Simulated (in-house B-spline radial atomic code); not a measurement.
**How G0W0 and RPA depend on the start: Rb XXIII (Rb22+)**

Configuration [Ne] 3s2 3p3, highest spin. Computed with an all-electron radial atomic-structure program (B-spline basis): all electrons, non-relativistic, point nucleus, each spin shell either full or empty, empty states to l = 9 with an (l + 1/2)⁻⁴ tail; G0W0 by contour deformation at full frequency.

Without relativity these are model numbers: it shifts the levels of so heavy an element strongly and can reorder them.

| start | mean-field 3p up (eV) | G0W0 (eV) | QP weight | RPA correlation (Eh) |
| --- | --- | --- | --- | --- |
| Hartree-Fock | -1016.98 | -1017.71 | 0.985 | -1.0277 |
| PBE | -991.76 | ? | ? | ? |
| LC-wPBE | -997.71 | ? | ? | ? |
| TPSS | -992.38 | -1017.22 | 0.970 | -1.1431 |
| B3LYP (VWN-RPA) | -997.08 | -1017.31 | 0.974 | -1.1185 |

Task: What G0W0 level, weight and RPA correlation energy follow from the LC-wPBE start?

Result: G0W0 level -1017.32 eV, weight 0.975, RPA correlation -1.1165 hartree.

Task: What G0W0 level, weight and RPA correlation energy follow from the PBE start?

Result: G0W0 level -1017.16 eV, weight 0.970, RPA correlation -1.1486 hartree.

Task: How much of the dependence on the start does G0W0 remove?

Result: The mean-field levels span 25.2 eV and the G0W0 levels 0.557 eV. Against 1024 ± 4 eV (NIST, semi-empirical) the G0W0 removal energies are off by -6.84 to -6.29 eV, with relativity, Breit and QED terms left out.
